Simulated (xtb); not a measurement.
I4Zr (SMILES [I][Zr]([I])([I])[I]), singlet, from a rough starting geometry (GFN-xTB shapes and energies of metal compounds can be far from the true ones); GFN2-xTB run with xtb 6.7.1.

Input for xtb:
```
$ xtb mol.xyz --gfn 2 --opt vtight --json

# file mol.xyz
5

Zr    -0.03988994    -0.01927779    -0.03260655
I      2.17701678    -0.66818569    -1.57769986
I      0.89768639     0.40320308     2.57954588
I     -1.18682582     2.33554981    -0.94916201
I     -1.81836953    -2.09565773    -0.08440028
```

Output, abridged:

```
   ID    Z sym.   atoms
    1   40 Zr     1
    2   53 I      2-5

           -------------------------------------------------
          |                Calculation Setup                |
           -------------------------------------------------

           -------------------------------------------------
          |                 G F N 2 - x T B                 |
           -------------------------------------------------

          ...................................................
          :                      SETUP                      :
          :.................................................:
          :  # basis functions                  50          :
          :  # atomic orbitals                  45          :
          :  # shells                           15          :
          :  # electrons                        32          :
          :  max. iterations                   250          :
          :  Hamiltonian                  GFN2-xTB          :
          :  restarted?                      false          :
          :  GBSA solvation                  false          :
          :  PC potential                    false          :
          :  electronic temp.          300.0000000     K    :
          :  accuracy                    1.0000000          :
          :  -> integral cutoff          0.2500000E+02      :
          :  -> integral neglect         0.1000000E-07      :
          :  -> SCF convergence          0.1000000E-05 Eh   :
          :  -> wf. convergence          0.1000000E-03 e    :
          :  Broyden damping             0.4000000          :
          :  net charge                          0          :
          :  unpaired electrons                  0          :
          ...................................................

 iter      E             dE          RMSdq      gap      omega  full diag
   1    -16.6360932 -0.166361E+02  0.973E+00    0.70       0.0  T
   2    -16.9810896 -0.344996E+00  0.111E+01    4.68       1.0  T
   3    -17.1141093 -0.133020E+00  0.875E+00    3.41       1.0  T
   4    -17.1453805 -0.312712E-01  0.285E+00    1.38       1.0  T
   5    -17.1799620 -0.345815E-01  0.130E+00    2.20       1.0  T
   6    -17.1771702  0.279181E-02  0.159E+00    1.71       1.0  T
   7    -17.1818308 -0.466057E-02  0.188E-01    2.00       1.0  T
   8    -17.1818448 -0.139973E-04  0.132E-01    1.99       1.0  T
   9    -17.1818514 -0.663678E-05  0.101E-02    1.98       4.4  T
  10    -17.1818515 -0.214853E-07  0.632E-03    1.98       7.1  T
  11    -17.1818514  0.284986E-07  0.778E-03    1.98       5.7  T
  12    -17.1818515 -0.372633E-07  0.254E-03    1.98      17.6  T
  13    -17.1818515 -0.972947E-08  0.542E-04    1.98      82.5  T
  14    -17.1818515  0.150955E-10  0.349E-04    1.98     128.0  T

   *** convergence criteria satisfied after 14 iterations ***

         :::::::::::::::::::::::::::::::::::::::::::::::::::::
         ::                     SUMMARY                     ::
         :::::::::::::::::::::::::::::::::::::::::::::::::::::
         :: total energy             -17.127668166872 Eh    ::
         :: gradient norm              0.023156477154 Eh/a0 ::
         :: HOMO-LUMO gap              1.983211313510 eV    ::
         ::.................................................::
         :: SCC energy               -17.181840209648 Eh    ::
         :: -> isotropic ES            0.032571335125 Eh    ::
         :: -> anisotropic ES          0.013356312451 Eh    ::
         :: -> anisotropic XC         -0.014088363120 Eh    ::
         :: -> dispersion             -0.008089213321 Eh    ::
         :: repulsion energy           0.054172042776 Eh    ::
         :: add. restraining           0.000000000000 Eh    ::
         :: total charge               0.000000000000 e     ::
         :::::::::::::::::::::::::::::::::::::::::::::::::::::

      -----------------------------------------------------------
     |                   =====================                   |
     |                        A N C O P T                        |
     |                   =====================                   |
     |               Approximate Normal Coordinate               |
     |                Rational Function Optimizer                |
      -----------------------------------------------------------
      -----------------------------------------------------------
     |                   =====================                   |
     |                        A N C O P T                        |
     |                   =====================                   |
     |               Approximate Normal Coordinate               |
     |                Rational Function Optimizer                |
      -----------------------------------------------------------

          ...................................................
          :                      SETUP                      :
          :.................................................:
          :   optimization level         verytight          :
          :   max. optcycles                   200          :
          :   ANC micro-cycles                  20          :
          :   degrees of freedom                 9          :
          :.................................................:
          :   RF solver                   davidson          :
          :   write xtbopt.log                true          :
          :   linear?                        false          :
          :   energy convergence         0.1000000E-06 Eh   :
          :   grad. convergence          0.2000000E-03 Eh/α :
          :   maxmium RF displ.          1.0000000          :
          :   Hlow (freq-cutoff)         0.1000000E-01      :
          :   Hmax (freq-cutoff)         5.0000000          :
          :   S6 in model hess.         20.0000000          :
          ...................................................

generating ANC from exact Hessian ...
Using Lindh-Hessian (1995)
[...]
 * total energy  :   -17.1276682 Eh     change       -0.2034106E-09 Eh
 * total energy  :   -17.1107500 Eh     change        0.1691818E-01 Eh
 * total energy  :   -17.1210748 Eh     change       -0.1032477E-01 Eh
 * total energy  :   -17.0766660 Eh     change        0.4440875E-01 Eh
 * total energy  :   -17.1285294 Eh     change       -0.5186336E-01 Eh
 * total energy  :   -17.1254377 Eh     change        0.3091649E-02 Eh
 * total energy  :   -17.1283717 Eh     change       -0.2933930E-02 Eh
 * total energy  :   -17.1206112 Eh     change        0.7760474E-02 Eh
 * total energy  :   -17.1286613 Eh     change       -0.8050115E-02 Eh
 * total energy  :   -17.1286785 Eh     change       -0.1722080E-04 Eh
 * total energy  :   -17.1286805 Eh     change       -0.1990667E-05 Eh
 * total energy  :   -17.1286807 Eh     change       -0.2425033E-06 Eh
 * total energy  :   -17.1286808 Eh     change       -0.1522217E-07 Eh
   *** GEOMETRY OPTIMIZATION CONVERGED AFTER 13 ITERATIONS ***
[...]

 iter      E             dE          RMSdq      gap      omega  full diag
   1    -17.1770220 -0.171770E+02  0.520E-05    1.98       0.0  T
   2    -17.1770220 -0.305533E-12  0.379E-05    1.98    1179.6  T
   3    -17.1770220  0.106581E-13  0.213E-05    1.98    2099.5  T

   *** convergence criteria satisfied after 3 iterations ***

         :::::::::::::::::::::::::::::::::::::::::::::::::::::
         ::                     SUMMARY                     ::
         :::::::::::::::::::::::::::::::::::::::::::::::::::::
         :: total energy             -17.128680761857 Eh    ::
         :: gradient norm              0.000025179228 Eh/a0 ::
         :: HOMO-LUMO gap              1.983276946102 eV    ::
         ::.................................................::
         :: SCC energy               -17.177010217696 Eh    ::
         :: -> isotropic ES            0.033322741807 Eh    ::
         :: -> anisotropic ES          0.013276184263 Eh    ::
         :: -> anisotropic XC         -0.013725438973 Eh    ::
         :: -> dispersion             -0.008014501202 Eh    ::
         :: repulsion energy           0.048329455839 Eh    ::
         :: add. restraining           0.000000000000 Eh    ::
         :: total charge              -0.000000000000 e     ::
         :::::::::::::::::::::::::::::::::::::::::::::::::::::

           -------------------------------------------------
          |                Property Printout                |
           -------------------------------------------------

    * Orbital Energies and Occupations

         #    Occupation            Energy/Eh            Energy/eV
      -------------------------------------------------------------
         1        2.0000           -0.8197329             -22.3061
       ...           ...                  ...                  ...
         4        2.0000           -0.8042676             -21.8852
         5        2.0000           -0.5879395             -15.9986
         6        2.0000           -0.4944201             -13.4539
         7        2.0000           -0.4944195             -13.4538
         8        2.0000           -0.4944194             -13.4538
         9        2.0000           -0.4643532             -12.6357
        10        2.0000           -0.4643522             -12.6357
        11        2.0000           -0.4643518             -12.6357
        12        2.0000           -0.4633060             -12.6072
        13        2.0000           -0.4633056             -12.6072
        14        2.0000           -0.4599765             -12.5166
        15        2.0000           -0.4599757             -12.5166
        16        2.0000           -0.4599737             -12.5165 (HOMO)
        17                         -0.3870896             -10.5332 (LUMO)
        18                         -0.3870895             -10.5332
        19                         -0.3787207             -10.3055
        20                         -0.3787191             -10.3055
        21                         -0.3787181             -10.3054
        22                         -0.1343396              -3.6556
        23                         -0.0183016              -0.4980
        24                         -0.0183009              -0.4980
        25                         -0.0183004              -0.4980
        26                         -0.0070795              -0.1926
        27                         -0.0070780              -0.1926
       ...                                ...                  ...
        45                          1.7758739              48.3240
      -------------------------------------------------------------
                  HL-Gap            0.0728841 Eh            1.9833 eV
             Fermi-level           -0.4235316 Eh          -11.5249 eV

     #   Z          covCN         q      C6AA      α(0)
     1  40 Zr       3.166     1.056   101.938    24.295
     2  53 I        0.794    -0.264   391.406    34.154
     3  53 I        0.794    -0.264   391.408    34.154
     4  53 I        0.794    -0.264   391.407    34.154
     5  53 I        0.794    -0.264   391.407    34.154

 Mol. C6AA /au·bohr⁶  :       7858.720246
 Mol. C8AA /au·bohr⁸  :     776516.720140
 Mol. α(0) /au        :        160.910554

Wiberg/Mayer (AO) data.
largest (>0.10) Wiberg bond orders for each atom

 ---------------------------------------------------------------------------
     #   Z sym  total        # sym  WBO       # sym  WBO       # sym  WBO
 ---------------------------------------------------------------------------
     1  40 Zr   4.138 --     2 I    1.035     5 I    1.035     4 I    1.035
                             3 I    1.034
     2  53 I    1.162 --     1 Zr   1.035
     3  53 I    1.162 --     1 Zr   1.034
     4  53 I    1.162 --     1 Zr   1.035
     5  53 I    1.162 --     1 Zr   1.035
 ---------------------------------------------------------------------------

Topologies differ in total number of bonds
Writing topology from bond orders to xtbtopo.mol

molecular dipole:
                 x           y           z       tot (Debye)
 q only:        0.000       0.000      -0.000
   full:        0.000       0.000       0.000       0.001
molecular quadrupole (traceless):
                xx          xy          yy          xz          yz          zz
 q only:        0.001       0.000      -0.000      -0.001       0.001      -0.001
  q+dip:        0.001       0.000      -0.000      -0.001       0.001      -0.001
   full:        0.002       0.000      -0.000      -0.001       0.002      -0.002

optimized geometry written to: xtbopt.xyz

           -------------------------------------------------
          | TOTAL ENERGY              -17.128680761857 Eh   |
          | GRADIENT NORM               0.000025179228 Eh/α |
          | HOMO-LUMO GAP               1.983276946102 eV   |
           -------------------------------------------------

normal termination of xtb
```
